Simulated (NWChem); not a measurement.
Molecule: Ge2H6O; SMILES [GeH3][O][GeH3]

```xyz
9

Ge     0.0698     0.0000     1.5886
O     -0.7728     0.0000     0.0000
Ge     0.0698     0.0000    -1.5886
H     -1.0526    -0.0050     2.6484
H      0.9514     1.2713     1.7180
H      0.9590    -1.2664     1.7140
H      0.9590    -1.2664    -1.7140
H     -1.0526    -0.0050    -2.6484
H      0.9514     1.2713    -1.7180
```
Atoms are numbered in this order, from 1.

Results from NWChem. Pople sets run with spherical d functions. Geometry: optimised at B3LYP/6-31G* (spherical d).

For level BP86/6-31G*:

* **highest occupied level (eV)**: -6.53
* **orbital gap (eV)**: 5.41
* **dipole (D)**: 1.07

### Question
What are these values for level MPW1K/6-31G*?

### Answer
| Quantity | Result |
|---|---|
| highest occupied level (eV) | -9.12 |
| orbital gap (eV) | 9.53 |
| dipole (D) | 1.26 |
